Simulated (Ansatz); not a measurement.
Geometry optimisation, RKS PBE/def2-SVP in Ansatz 0.2.0.

The input (input.yaml):

```yaml
crystal:
  periodic: [false, false, false]
  atoms:
    - { symbol: Mo, position_ang: [0.277607, 0.276842, -0.361398] }
    - { symbol: Cl, position_ang: [-0.241757, -0.271957, 3.08818] }
    - { symbol: F, position_ang: [1.915084, 0.066033, -1.190308] }
    - { symbol: F, position_ang: [0.081976, 1.916257, -1.190948] }
    - { symbol: F, position_ang: [-1.375693, 0.495087, 0.410007] }
    - { symbol: F, position_ang: [0.474228, -1.378916, 0.410787] }
    - { symbol: F, position_ang: [-0.511107, -0.50161, -1.836819] }
    - { symbol: F, position_ang: [1.124468, 1.124754, 0.997196] }
    - { symbol: H, position_ang: [0.624894, 0.742009, 3.025602] }
basis:
  gaussian: { orbitals: def2-SVP }
hamiltonian:
  xc: pbe
relax:
  f_tol: 0.03
  max_steps: 50
```

Command:

```bash
$ ansatz run input.yaml --threads 4 --pin off --max-ram 5120MiB --backend cpu --events-out ev --progress --plain --runs-dir out
```

Question: Where does it end, and by what steps?

Answer: The run converged. The force dipped under the threshold on the way, but the program's further checks kept it going. After 6 steps the energy has fallen by 0.219 eV; Cl2 moved furthest, 0.60 Å.

```tsv
step	energy less start (eV)	largest force component (eV/Å)	accepted
0	0.0000	1.528	yes
1	-0.1450	0.642	yes
2	-0.1789	0.265	yes
3	-0.2156	0.070	yes
4	-0.2184	0.031	yes
5	-0.2188	0.006	yes
6	-0.2190	0.014	yes
```

```xyz
9
Properties=species:S:1:pos:R:3
Mo 0.282 0.282 -0.499
Cl -0.243 -0.190 3.682
F 1.939 0.106 -1.285
F 0.104 1.943 -1.280
F -1.368 0.479 0.290
F 0.482 -1.369 0.286
F -0.504 -0.499 -1.968
F 1.079 1.075 0.977
H 0.599 0.641 3.148
```

Whether the end is a true minimum wasn't checked by a vibrational analysis.

The run took 23 s on 4 threads of AMD EPYC 7R43 64-Core Processor (Zen 3) (shared host), peak memory 0.23 GiB.
